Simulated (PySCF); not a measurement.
C6H12O3, charge -1, doublet, at a GFN2-xTB geometry (a state made from the parent by changing its charge; the spin is typed, not shown lowest) (in this run its highest filled SCF level lies above zero, so its values depend strongly on the basis, on diffuse functions most of all); DF-CAMB3LYP/3-21G run with PySCF.

Input for PySCF:
```python
from pyscf import gto, scf, dft

mol = gto.M(
    atom='''
C     3.02837726    1.25865863   -0.05567488
O     2.29640563    0.08432616    0.12022640
C     0.93807368    0.23940587   -0.27244349
C     0.07635208   -0.94151080    0.20697621
C     0.64890599   -2.27225044   -0.28082145
O    -1.22178217   -0.80629368   -0.25992180
C    -2.02140714    0.29773754    0.38483942
C    -2.89369560    0.88273900   -0.72117115
O    -1.42644936    1.05132083    1.24070842
H     2.60311937    2.08780157    0.52644175
H     3.05648339    1.56331056   -1.11362965
H     4.04599172    1.06045452    0.28582399
H     0.87469961    0.31877746   -1.37015341
H     0.50312279    1.14118400    0.17682840
H     0.08505485   -0.91437779    1.31128330
H     0.05923354   -3.09604081    0.11496539
H     0.60847695   -2.30701069   -1.36794039
H     1.68132179   -2.36573447    0.04646379
H    -2.32546185    1.47554106   -1.46012803
H    -3.64155625    1.53684625   -0.27183403
H    -3.39551642    0.07574331   -1.25645332
''',
    basis='3-21g',
    charge=-1,
    spin=1,
    verbose=4,
)

mf = dft.UKS(mol)
mf.xc = 'camb3lyp'
mf = mf.density_fit(auxbasis='def2-universal-jkfit')
mf.kernel()
mf.analyze()
```

The log (banner, timings and long lists left out):

```
PySCF version 2.14.0

[INPUT] verbose = 4
[INPUT] num. atoms = 21
[INPUT] num. electrons = 73
[INPUT] charge = -1
[INPUT] spin (= nelec alpha-beta = 2S) = 1
[INPUT] symmetry False subgroup None
[INPUT] Mole.unit = angstrom
[INPUT] Symbol           X                Y                Z      unit          X                Y                Z       unit  Magmom
[...]
nuclear repulsion = 480.914148693548
number of shells = 69
number of NR pGTOs = 171
number of NR cGTOs = 105
basis = 3-21g
ecp = {}

******** <class 'pyscf.df.df_jk.DFUKS'> ********
method = DFUKS
initial guess = minao
damping factor = 0
level_shift factor = 0
DIIS = <class 'pyscf.scf.diis.CDIIS'>
diis_start_cycle = 1
diis_space = 8
diis_damp = 0
SCF conv_tol = 1e-09
SCF conv_tol_grad = None
SCF max_cycles = 50
direct_scf = False
number electrons alpha = 37  beta = 36
XC library pyscf.dft.libxc version 7.1.2
    S. Lehtola, C. Steigemann, M. J. T. Oliveira, and M. A. L. Marques,  SoftwareX 7, 1–5 (2018)
XC functionals = camb3lyp
    T. Yanai, D. P. Tew, and N. C. Handy,  Chem. Phys. Lett. 393, 51 (2004)
radial grids:
    Treutler-Ahlrichs [JCP 102, 346 (1995); DOI:10.1063/1.469408] (M4) radial grids

becke partition: Becke, JCP 88, 2547 (1988); DOI:10.1063/1.454033
pruning grids: <function nwchem_prune>
grids dens level: 3
symmetrized grids: False
atomic radii adjust function: <function treutler_atomic_radii_adjust>
small_rho_cutoff = 0
Set gradient conv threshold to 3.16228e-05
tot grids = 244656
******** <class 'pyscf.df.df.DF'> ********
auxbasis = def2-universal-jkfit
Create RSH-DF object <pyscf.df.df.DF object> for omega=0.33
******** <class 'pyscf.df.df.DF'> ********
auxbasis = auxmol.basis = def2-universal-jkfit
init E= -459.543336918707

cycle= 1 E= -458.465955934664  delta_E= 1.08  |g|= 0.776  |ddm|= 3.11
cycle= 2 E= -458.335909150159  delta_E= 0.13  |g|= 1.02  |ddm|= 2.35
cycle= 3 E= -458.698812944232  delta_E= -0.363  |g|= 0.129  |ddm|= 1.52
cycle= 4 E= -458.704791816234  delta_E= -0.00598  |g|= 0.059  |ddm|= 0.183
cycle= 5 E= -458.706048547847  delta_E= -0.00126  |g|= 0.0136  |ddm|= 0.082
cycle= 6 E= -458.706166566567  delta_E= -0.000118  |g|= 0.00463  |ddm|= 0.0253
cycle= 7 E= -458.706195582304  delta_E= -2.9e-05  |g|= 0.00219  |ddm|= 0.0229
cycle= 8 E= -458.706200875599  delta_E= -5.29e-06  |g|= 0.00094  |ddm|= 0.00904
cycle= 9 E= -458.706202238516  delta_E= -1.36e-06  |g|= 0.000364  |ddm|= 0.00511
cycle= 10 E= -458.706202352561  delta_E= -1.14e-07  |g|= 0.000122  |ddm|= 0.00107
cycle= 11 E= -458.706202369687  delta_E= -1.71e-08  |g|= 3.54e-05  |ddm|= 0.000529
cycle= 12 E= -458.706202371148  delta_E= -1.46e-09  |g|= 1.49e-05  |ddm|= 0.000206
cycle= 13 E= -458.706202371396  delta_E= -2.48e-10  |g|= 6.61e-06  |ddm|= 6.58e-05
Extra cycle  E= -458.706202371405  delta_E= -9.44e-12  |g|= 8.18e-06  |ddm|= 2.24e-05
converged SCF energy = -458.706202371405  <S^2> = 0.7532112  2S+1 = 2.0032086
**** SCF Summaries ****
Total Energy =                        -458.706202371405254
Nuclear Repulsion Energy =             480.914148693547929
One-electron Energy =                -1592.930325786567892
Two-electron Energy =                  653.309974721614708
Two-electron Coulomb Energy =          716.058799855589768
DFT Exchange-Correlation Energy =      -62.748825133975060
**** MO energy ****
                             alpha | beta                alpha | beta
[...]
To work with the spin densities directly, `use mulliken_meta_spin()` only printing them here.

 ** Mulliken spin pop alpha/beta on meta-lowdin orthogonal AOs **
 ** Mulliken Spin Density (per AO)  **
spin_pop of  0 C 1s       -0.00000
spin_pop of  0 C 2s        0.00009
spin_pop of  0 C 3s        0.00000
spin_pop of  0 C 2px      -0.00002
spin_pop of  0 C 2py       0.00000
spin_pop of  0 C 2pz      -0.00000
spin_pop of  0 C 3px       0.00001
spin_pop of  0 C 3py       0.00000
spin_pop of  0 C 3pz      -0.00000
spin_pop of  1 O 1s       -0.00000
spin_pop of  1 O 2s        0.00031
spin_pop of  1 O 3s        0.00002
spin_pop of  1 O 2px       0.00122
spin_pop of  1 O 2py       0.00021
spin_pop of  1 O 2pz      -0.00001
spin_pop of  1 O 3px       0.00003
spin_pop of  1 O 3py       0.00001
spin_pop of  1 O 3pz      -0.00000
spin_pop of  2 C 1s        0.00000
spin_pop of  2 C 2s        0.00573
spin_pop of  2 C 3s        0.00029
spin_pop of  2 C 2px      -0.00008
spin_pop of  2 C 2py      -0.00114
spin_pop of  2 C 2pz       0.00118
spin_pop of  2 C 3px       0.00013
spin_pop of  2 C 3py      -0.00003
spin_pop of  2 C 3pz       0.00001
spin_pop of  3 C 1s        0.00000
spin_pop of  3 C 2s        0.00006
spin_pop of  3 C 3s        0.00001
spin_pop of  3 C 2px       0.00066
spin_pop of  3 C 2py       0.00027
spin_pop of  3 C 2pz       0.00077
spin_pop of  3 C 3px      -0.00009
spin_pop of  3 C 3py       0.00013
spin_pop of  3 C 3pz       0.00041
spin_pop of  4 C 1s        0.00000
spin_pop of  4 C 2s       -0.00001
spin_pop of  4 C 3s       -0.00000
spin_pop of  4 C 2px      -0.00006
spin_pop of  4 C 2py      -0.00007
spin_pop of  4 C 2pz       0.00001
spin_pop of  4 C 3px      -0.00002
spin_pop of  4 C 3py      -0.00001
spin_pop of  4 C 3pz       0.00001
spin_pop of  5 O 1s       -0.00000
spin_pop of  5 O 2s        0.00546
spin_pop of  5 O 3s        0.00007
spin_pop of  5 O 2px       0.00858
spin_pop of  5 O 2py      -0.00401
spin_pop of  5 O 2pz       0.03041
spin_pop of  5 O 3px       0.00008
spin_pop of  5 O 3py      -0.00006
spin_pop of  5 O 3pz       0.00003
spin_pop of  6 C 1s       -0.00001
spin_pop of  6 C 2s        0.10351
spin_pop of  6 C 3s        0.00330
spin_pop of  6 C 2px       0.18070
spin_pop of  6 C 2py       0.16922
spin_pop of  6 C 2pz       0.11461
spin_pop of  6 C 3px       0.00128
spin_pop of  6 C 3py      -0.00004
spin_pop of  6 C 3pz      -0.00125
spin_pop of  7 C 1s        0.00000
spin_pop of  7 C 2s        0.00858
spin_pop of  7 C 3s        0.00021
spin_pop of  7 C 2px       0.00890
spin_pop of  7 C 2py      -0.00512
spin_pop of  7 C 2pz      -0.00878
spin_pop of  7 C 3px       0.00092
spin_pop of  7 C 3py      -0.00024
spin_pop of  7 C 3pz       0.00031
spin_pop of  8 O 1s       -0.00000
spin_pop of  8 O 2s        0.00526
spin_pop of  8 O 3s        0.00004
spin_pop of  8 O 2px       0.07736
spin_pop of  8 O 2py       0.08905
spin_pop of  8 O 2pz       0.12927
spin_pop of  8 O 3px       0.00038
spin_pop of  8 O 3py       0.00023
spin_pop of  8 O 3pz       0.00053
spin_pop of  9 H 1s       -0.00005
spin_pop of  9 H 2s        0.00000
spin_pop of  10 H 1s       -0.00001
spin_pop of  10 H 2s        0.00001
spin_pop of  11 H 1s        0.00018
spin_pop of  11 H 2s        0.00000
spin_pop of  12 H 1s        0.00014
spin_pop of  12 H 2s        0.00044
spin_pop of  13 H 1s        0.00279
spin_pop of  13 H 2s        0.00310
spin_pop of  14 H 1s        0.00540
spin_pop of  14 H 2s       -0.00014
spin_pop of  15 H 1s       -0.00006
spin_pop of  15 H 2s       -0.00001
spin_pop of  16 H 1s       -0.00014
spin_pop of  16 H 2s        0.00013
spin_pop of  17 H 1s        0.00006
spin_pop of  17 H 2s        0.00001
spin_pop of  18 H 1s        0.05374
spin_pop of  18 H 2s        0.00428
spin_pop of  19 H 1s        0.00049
spin_pop of  19 H 2s        0.00018
spin_pop of  20 H 1s        0.00041
spin_pop of  20 H 2s        0.00027
 ** Mulliken Spin Density (per atom)  **
spin density of  0 C =      0.00007
spin density of  1 O =      0.00178
spin density of  2 C =      0.00608
spin density of  3 C =      0.00221
spin density of  4 C =     -0.00015
spin density of  5 O =      0.04056
spin density of  6 C =      0.57133
spin density of  7 C =      0.00477
spin density of  8 O =      0.30210
spin density of  9 H =     -0.00005
spin density of  10 H =     -0.00000
spin density of  11 H =      0.00018
spin density of  12 H =      0.00058
spin density of  13 H =      0.00589
spin density of  14 H =      0.00526
spin density of  15 H =     -0.00007
spin density of  16 H =     -0.00001
spin density of  17 H =      0.00007
spin density of  18 H =      0.05802
spin density of  19 H =      0.00068
spin density of  20 H =      0.00068
 ** Mulliken pop alpha/beta on meta-lowdin orthogonal AOs **
 ** Mulliken pop       alpha | beta **
In total            37.00000 | 36.00000
 ** Mulliken atomic charges   ( Nelec_alpha | Nelec_beta ) **
charge of  0C =     -0.08040  (     3.04024      3.04016 )
charge of  1O =     -0.39567  (     4.19872      4.19695 )
charge of  2C =     -0.01239  (     3.00924      3.00316 )
charge of  3C =      0.13844  (     2.93188      2.92968 )
charge of  4C =     -0.29704  (     3.14845      3.14860 )
charge of  5O =     -0.45874  (     4.24965      4.20909 )
charge of  6C =      0.11313  (     3.22910      2.65777 )
charge of  7C =     -0.31076  (     3.15776      3.15299 )
charge of  8O =     -0.58576  (     4.44393      4.14183 )
charge of  9H =      0.07881  (     0.46057      0.46062 )
charge of  10H =      0.06563  (     0.46718      0.46719 )
charge of  11H =      0.08726  (     0.45646      0.45628 )
charge of  12H =      0.05412  (     0.47323      0.47265 )
charge of  13H =      0.10159  (     0.45215      0.44626 )
charge of  14H =      0.06975  (     0.46776      0.46250 )
charge of  15H =      0.08263  (     0.45865      0.45872 )
charge of  16H =      0.07975  (     0.46012      0.46013 )
charge of  17H =      0.08643  (     0.45682      0.45675 )
charge of  18H =      0.04026  (     0.50888      0.45086 )
charge of  19H =      0.07165  (     0.46451      0.46384 )
charge of  20H =      0.07132  (     0.46468      0.46400 )

WARN: System has nonzero charge -1; the dipole moment is origin-dependent.
Location of origin: [0. 0. 0.]

Dipole moment(X, Y, Z, Debye):  5.75542, -0.27733, -2.46932
```
